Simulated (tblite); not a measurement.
Species: C6H9ClO2Si.
SMILES with atom numbers: `[CH3:1][O:2][SiH2:3][C:4](=[O:5])[C:6]#[C:7][CH2:8][CH2:9][Cl:10]` (hydrogens: H11, H12, H13 on C1; H14, H15 on Si3; H16, H17 on C8; H18, H19 on C9)

Structure optimised with GFN2-xTB, isolated species.

Some entries are withheld. Bonds in one row agree within 0.01 Å.

```tsv
coordinate	value
C1–O2	1.403 Å
O2–Si3	1.612 Å
Si3–C4	?
C4=O5	?
C4–C6	?
C6≡C7	1.206 Å
C7–C8	1.446 Å
C8–C9	1.526 Å
C9–Cl10	1.786 Å
C1–H11, C1–H12, C1–H13	1.091 Å
Si3–H14	1.465 Å
Si3–H15	1.452 Å
C8–H16, C8–H17	1.094 Å
C9–H18, C9–H19	1.090 Å
C1–O2–Si3	?
O2–Si3–C4	108.4°
Si3–C4–O5	118.5°
Si3–C4–C6	?
O5–C4–C6	123.0°
C4–C6–C7	176.4°
C6–C7–C8	179.2°
C7–C8–C9	110.7°
C8–C9–Cl10	?
```

Task: Fill in the missing values.

Result: 
- Si3–C4 = 1.939 Å, drawn single (oxygen-bound silicon to carbonyl carbon); 0.10 Å above the sum of covalent radii, 1.84 Å.
- C4=O5 = 1.219 Å, drawn double (carbonyl carbon to carbonyl oxygen); 0.17 Å below the sum of covalent radii, 1.39 Å.
- C4–C6 = 1.424 Å, drawn single (carbonyl carbon to alkyne carbon); equal to the sum of covalent radii, 1.42 Å.
- C1–O2–Si3 = 131.5°, at the silyl ether oxygen; the outer atoms are 2.751 Å apart.
- Si3–C4–C6 = 118.4°, at the carbonyl carbon; the outer atoms are 2.901 Å apart.
- C8–C9–Cl10 = 110.1°, at the sp3 C–Cl carbon; the outer atoms are 2.720 Å apart.

Radii are Cordero's, carbon taken as 0.76, 0.73 or 0.69 Å for four, three, and two or fewer neighbours.

Its lowest GFN2-xTB frequency is 12 cm⁻¹, too small to tell a flat minimum from a shallow saddle. One conformer, not necessarily the lowest (C1–O2–Si3–C4 49°, O2–Si3–C4–O5 -44°, C7–C8–C9–Cl10 179°).

These are computed values.
